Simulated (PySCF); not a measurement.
PySCF input for C₅H₅FO, SMILES C1O[C@@](F)(C#C)C1, TDDFT-B3LYP/def2-SVPD. Geometry: ωB97X-D3(BJ)/def2-SVP. The structure was generated by enumeration; whether it is a known compound was not checked.

```python
import numpy as np
from pyscf import gto, scf, dft, tdscf

mol = gto.M(
    atom='''
    C     1.85390356    0.17308800    1.87355083
    C     1.10566288    0.03801362    0.93602307
    C     0.15865184   -0.14362085   -0.18058917
    F     0.81130856   -0.78419025   -1.20293772
    C    -1.21995753   -0.76062918    0.10802476
    C    -1.75139284    0.56421265   -0.45931003
    O    -0.40768467    1.05586068   -0.63061930
    H     2.52743218    0.30013236    2.70376322
    H    -1.40808766   -1.66073749   -0.49122945
    H    -1.42977798   -0.94762334    1.16853786
    H    -2.28944303    0.50043699   -1.41891510
    H    -2.32163052    1.19223295    0.24304053
    ''',
    basis='def2-SVPD',
    charge=0,
    spin=0,
    max_memory=1600,
    verbose=4,
)
mf = dft.RKS(mol, xc='b3lyp').density_fit(auxbasis='def2-universal-jkfit')
mf.grids.level = 3
mf.conv_tol = 1e-9
mf.max_cycle = 100
mf.kernel()
mf.grids = dft.Grids(mol).set(level=1).build(with_non0tab=True)  # coarser grid for the response kernel
td = tdscf.TDDFT(mf)
td.singlet = True
td.nstates = 10
td.conv_tol = 1e-4
td.positive_eig_threshold = 1e-6
td.kernel(x0=td.get_init_guess(mf, 15))
td.analyze()
tt = tdscf.TDA(mf)
tt.singlet = False
tt.nstates = 4
tt.conv_tol = 1e-4
tt.positive_eig_threshold = 1e-6
tt.kernel(x0=tt.get_init_guess(mf, 9))
tt.analyze(verbose=3)
```

Program output:

```
PySCF version 2.14.0

[INPUT] verbose = 4
[INPUT] num. atoms = 12
[INPUT] num. electrons = 52
[INPUT] charge = 0
[INPUT] spin (= nelec alpha-beta = 2S) = 0
[INPUT] symmetry False subgroup None
[INPUT] Mole.unit = angstrom
[INPUT] Symbol           X                Y                Z      unit          X                Y                Z       unit  Magmom
[INPUT]  1 C      1.853903560000   0.173088000000   1.873550830000 AA    3.503369989756   0.327088915449   3.540497949152 Bohr   0.0
[INPUT]  2 C      1.105662880000   0.038013620000   0.936023070000 AA    2.089400029298   0.071835330803   1.768827248575 Bohr   0.0
[INPUT]  3 C      0.158651840000  -0.143620850000  -0.180589170000 AA    0.299808526758  -0.271404072277  -0.341264072363 Bohr   0.0
[INPUT]  4 F      0.811308560000  -0.784190250000  -1.202937720000 AA    1.533150980915  -1.481904802054  -2.273222835709 Bohr   0.0
[INPUT]  5 C     -1.219957530000  -0.760629180000   0.108024760000 AA   -2.305385615301  -1.437380832553   0.204137211072 Bohr   0.0
[INPUT]  6 C     -1.751392840000   0.564212650000  -0.459310030000 AA   -3.309652804124   1.066207384515  -0.867970162966 Bohr   0.0
[INPUT]  7 O     -0.407684670000   1.055860680000  -0.630619300000 AA   -0.770412371484   1.995287510897  -1.191697765865 Bohr   0.0
[INPUT]  8 H      2.527432180000   0.300132360000   2.703763220000 AA    4.776154618612   0.567167961519   5.109371991472 Bohr   0.0
[INPUT]  9 H     -1.408087660000  -1.660737490000  -0.491229450000 AA   -2.660900036780  -3.138339020898  -0.928289124821 Bohr   0.0
[INPUT] 10 H     -1.429777980000  -0.947623340000   1.168537860000 AA   -2.701888801134  -1.790748581846   2.208216521585 Bohr   0.0
[INPUT] 11 H     -2.289443030000   0.500436990000  -1.418915100000 AA   -4.326420304494   0.945688853702  -2.681360933010 Bohr   0.0
[INPUT] 12 H     -2.321630520000   1.192232950000   0.243040530000 AA   -4.387245845232   2.252993752182   0.459280038869 Bohr   0.0

nuclear repulsion = 290.119616970648
number of shells = 78
number of NR pGTOs = 266
number of NR cGTOs = 186
basis = def2-SVPD
ecp = {}


[settings echo left out]
init E= -369.139923731712
  HOMO = -0.333000404714094  LUMO = -0.0595789617895055  gap/eV = 7.44018
cycle= 1 E= -368.121138520277  delta_E= 1.02  |g|= 0.797  |ddm|= 9.56
  HOMO = -0.198082808721255  LUMO = 0.00924828024333646  gap/eV = 5.64177
cycle= 2 E= -367.946194044631  delta_E= 0.175  |g|= 1.28  |ddm|= 3.57
  HOMO = -0.285143762104498  LUMO = 0.00170325070314803  gap/eV = 7.80550
cycle= 3 E= -368.238812423219  delta_E= -0.293  |g|= 0.146  |ddm|= 2.05
  HOMO = -0.293102768957252  LUMO = -0.00695344273016785  gap/eV = 7.78652
cycle= 4 E= -368.242580827406  delta_E= -0.00377  |g|= 0.0699  |ddm|= 0.274
  HOMO = -0.293586287329855  LUMO = -0.00643489614059378  gap/eV = 7.81379
cycle= 5 E= -368.243410865263  delta_E= -0.00083  |g|= 0.0347  |ddm|= 0.123
  HOMO = -0.293555263472109  LUMO = -0.00551009528582114  gap/eV = 7.83811
cycle= 6 E= -368.243696985663  delta_E= -0.000286  |g|= 0.00843  |ddm|= 0.0545
  HOMO = -0.292831375397533  LUMO = -0.00507101559723244  gap/eV = 7.83036
cycle= 7 E= -368.243711429993  delta_E= -1.44e-05  |g|= 0.00269  |ddm|= 0.0127
  HOMO = -0.293046158302152  LUMO = -0.00522393703818436  gap/eV = 7.83204
cycle= 8 E= -368.243712806418  delta_E= -1.38e-06  |g|= 0.00044  |ddm|= 0.00372
  HOMO = -0.293090528476396  LUMO = -0.00526331115870704  gap/eV = 7.83218
cycle= 9 E= -368.243712847342  delta_E= -4.09e-08  |g|= 9.58e-05  |ddm|= 0.000897
  HOMO = -0.293082307206208  LUMO = -0.00525437782819216  gap/eV = 7.83220
cycle= 10 E= -368.243712849548  delta_E= -2.21e-09  |g|= 1.79e-05  |ddm|= 0.000303
  HOMO = -0.2930822253195  LUMO = -0.0052544682279243  gap/eV = 7.83219
cycle= 11 E= -368.243712849625  delta_E= -7.69e-11  |g|= 5.8e-06  |ddm|= 5.23e-05
  HOMO = -0.293082276302334  LUMO = -0.00525452053917608  gap/eV = 7.83219
Extra cycle  E= -368.243712849618  delta_E= 6.37e-12  |g|= 7.17e-06  |ddm|= 2.65e-05
converged SCF energy = -368.243712849618
tot grids = 48744
Overwritten attributes  positive_eig_threshold  of <class 'pyscf.tdscf.rks.TDDFT'>


******** <class 'pyscf.tdscf.rks.TDDFT'> for <class 'pyscf.df.df_jk.DFRKS'> ********
nstates = 10 singlet
deg_eia_thresh = 1.000e-03
wfnsym = None
conv_tol = 0.0001
eigh lindep = 1e-12
eigh level_shift = 0
eigh max_cycle = 100


Excitation energies (eV)
[6.34060702 6.51999885 6.53579722 7.27037003 7.48346569 7.52918501
 7.75017391 7.96523544 8.09567834 8.23526596]

** Singlet excitation energies and oscillator strengths **
Excited State   1:      6.34061 eV    195.54 nm  f=0.0002
      24 -> 27       -0.20461
      25 -> 27        0.22752
      25 -> 28       -0.24339
      26 -> 27        0.54433
      26 -> 28        0.16776
Excited State   2:      6.52000 eV    190.16 nm  f=0.0018
      24 -> 28        0.11885
      25 -> 27        0.41611
      25 -> 28       -0.39609
      26 -> 27       -0.23115
      26 -> 28       -0.29610
Excited State   3:      6.53580 eV    189.70 nm  f=0.0004
      24 -> 28       -0.13050
      25 -> 27       -0.24922
      25 -> 28       -0.45420
      26 -> 27       -0.21961
      26 -> 28        0.38200
Excited State   4:      7.27037 eV    170.53 nm  f=0.0123
      24 -> 27        0.61273
      26 -> 27        0.25501
      26 -> 28       -0.12066
Excited State   5:      7.48347 eV    165.68 nm  f=0.0287
      24 -> 27       -0.15757
      24 -> 28       -0.24625
      26 -> 28       -0.17570
      26 -> 29        0.60354
Excited State   6:      7.52919 eV    164.67 nm  f=0.0388
      24 -> 27        0.10231
      24 -> 28        0.45796
      25 -> 27        0.14001
      26 -> 28        0.31804
      26 -> 29        0.33285
      26 -> 30       -0.13995
Excited State   7:      7.75017 eV    159.98 nm  f=0.0583
      25 -> 29       -0.65697
      25 -> 30        0.21104
Excited State   8:      7.96524 eV    155.66 nm  f=0.0217
      24 -> 28       -0.17049
      24 -> 29       -0.26820
      26 -> 30       -0.61292
Excited State   9:      8.09568 eV    153.15 nm  f=0.1177
      23 -> 27       -0.51659
      24 -> 28        0.10700
      25 -> 27       -0.22926
      25 -> 28       -0.12066
      25 -> 29        0.16083
      25 -> 30        0.21390
      26 -> 28       -0.10907
      26 -> 30       -0.12398
Excited State  10:      8.23527 eV    150.55 nm  f=0.0133
      23 -> 27        0.29369
      23 -> 28       -0.33571
      24 -> 29        0.15002
      25 -> 29        0.13178
      25 -> 30        0.47189

** Transition electric dipole moments (AU) **
state          X           Y           Z        Dip. S.      Osc.
  1         0.0139     -0.0050      0.0310      0.0012      0.0002
  2        -0.0926      0.0429     -0.0319      0.0114      0.0018
  3        -0.0404      0.0329     -0.0071      0.0028      0.0004
  4         0.1600     -0.0140      0.2086      0.0693      0.0123
  5         0.2748     -0.2751     -0.0730      0.1566      0.0287
  6        -0.3173     -0.0047     -0.3308      0.2102      0.0388
  7        -0.2541     -0.3207      0.3740      0.3073      0.0583
  8         0.2179     -0.2505      0.0306      0.1111      0.0217
  9         0.5634      0.0187      0.5249      0.5933      0.1177
 10        -0.2312      0.1112      0.0119      0.0660      0.0133

** Transition velocity dipole moments (imaginary part, AU) **
state          X           Y           Z        Dip. S.      Osc.
  1         0.0034     -0.0010      0.0085      0.0001      0.0002
  2        -0.0225      0.0111     -0.0084      0.0007      0.0020
  3        -0.0102      0.0073     -0.0016      0.0002      0.0004
  4         0.0415     -0.0042      0.0581      0.0051      0.0128
  5         0.0779     -0.0838     -0.0266      0.0138      0.0335
  6        -0.0834     -0.0065     -0.0914      0.0154      0.0370
  7        -0.0802     -0.0979      0.1144      0.0291      0.0681
  8         0.0714     -0.0825      0.0080      0.0120      0.0273
  9         0.1662      0.0013      0.1574      0.0524      0.1174
 10        -0.0759      0.0296      0.0082      0.0067      0.0148

** Transition magnetic dipole moments (imaginary part, AU) **
state          X           Y           Z
  1         0.0422      0.0567      0.2687
  2         0.0726     -0.0242      0.1183
  3         0.0418     -0.0385     -0.0055
  4        -0.2347      0.3790      0.1008
  5        -0.1126      0.1334      0.0931
  6        -0.1930     -0.3467      0.0993
  7        -0.3719      0.6972      0.2408
  8        -0.4614     -0.6717      0.5512
  9        -0.0196     -0.0370     -0.3497
 10         0.0123      0.3518      0.0211
Overwritten attributes  positive_eig_threshold  of <class 'pyscf.tdscf.rks.TDA'>


******** <class 'pyscf.tdscf.rks.TDA'> for <class 'pyscf.df.df_jk.DFRKS'> ********
nstates = 4 triplet
deg_eia_thresh = 1.000e-03
wfnsym = None
conv_tol = 0.0001
eigh lindep = 1e-12
eigh level_shift = 0
eigh max_cycle = 100


Excitation energies (eV)
[5.21847827 5.6851798  5.69089823 6.34484448]

** Triplet excitation energies and oscillator strengths **
Excited State   1:      5.21848 eV    237.59 nm  f=0.0000
Excited State   2:      5.68518 eV    218.08 nm  f=0.0000
Excited State   3:      5.69090 eV    217.86 nm  f=0.0000
Excited State   4:      6.34484 eV    195.41 nm  f=0.0000
```

Self-consistency was reached.
